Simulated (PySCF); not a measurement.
Predicted microwave data (PySCF, PBE0-D3(BJ)/def2-SVP geometry optimisation, gas phase) for one isomer of C2H6BP:

```
Rotational constants : A = 15971, B = 4131, C = 4038 MHz
Dipole components    : |μa| = 4.80 D, |μb| = 0.00 D, |μc| = 1.25 D
Inertial defect      : -28.81 u·Å²
κ                    : -0.98
```

Task: Which structure is it? (One computed conformer of each.)
A. `[PH3+][BH2-]C#C`
B. `[BH3-][PH+]1C=C1`
C. `[CH2:1]=[CH:2][BH:3][PH2:4]` with C1–C2–B3–P4 16°, C2–B3–P4–H 45° and 147°

Result: B. It is [BH3-][PH+]1C=C1, a near-prolate asymmetric top, point group Cs. The candidates at the same level (rigid rotor, commonest isotopes):

| SMILES | A (MHz) | B (MHz) | C (MHz) | μa (D) | μb (D) | μc (D) | Δ (u·Å²) | point group | rotor |
| --- | --- | --- | --- | --- | --- | --- | --- | --- | --- |
| C=CBP | 14444 | 3148 | 2637 | 0.85 | 0.36 | 0.78 | -3.90 | – | near-prolate asymmetric top |
| [BH3-][PH+]1C=C1 | 15971 | 4131 | 4038 | 4.80 | 0.00 | 1.25 | -28.81 | Cs | near-prolate asymmetric top |
| C#C[BH2-][PH3+] | 15292 | 2953 | 2588 | 3.70 | 2.81 | 0.00 | -8.94 | Cs | near-prolate asymmetric top |

`C=CBP` has C 35 % too low; `C#C[BH2-][PH3+]` has C 36 % too low. In the right answer the mirror of this Cs structure is the ac plane, so μb vanishes by symmetry (the 0.02 D computed is a residue). No structure here is proved a minimum.
